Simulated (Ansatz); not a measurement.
Consider the cleavage of the Si–In bond: `[F][In]([F])[SiH3]` + `CS[SiH2]O` → `CS[SiH2]O[SiH3]` + `[F][InH][F]`.

Isolated molecules relaxed with PBE0-D4/def2-TZVP in Ansatz; ΔE leaves out vibrations. CCSD(T)/CBS adds triple-zeta CCSD(T) − MP2 to the extrapolated MP2 energy (def2 sets, frozen cores). DFT in def2-TZVPP. def2 core potentials past Kr. For In outer-core shells are correlated without core-valence functions, which leaves a few kJ/mol of doubt a bond. One conformer a species, not always the lowest.

```
             level  ΔE (kJ/mol)  difference from CCSD(T)/CBS
            PBE-D4        -34.7                         21.5
         r2SCAN-D4        -51.5                          4.7
           ωB97M-V        -58.0                         -1.8
            B2PLYP        -55.3                          0.9
               PBE        -29.3                         26.9
            r2SCAN        -49.8                          6.4
              PBE0        -38.9                         17.3
    MP2/def2-TZVPP        -59.9                         -3.7
SCS-MP2/def2-TZVPP        -64.9                         -8.7
     HF/def2-QZVPP        -81.2                        -25.0
       CCSD(T)/CBS        -56.2                            0
```

Largest T1 diagnostic among the species: 0.017.

From PBE to PBE0 (25 % exact exchange), in def2-TZVPP and without D4, ΔE moves by −9.6 kJ/mol. In def2-TZVPP, CCSD(T) changes the Hartree–Fock value by +19.4 kJ/mol (the triples alone add +2.0 kJ/mol) and MP2 by +18.6 kJ/mol.
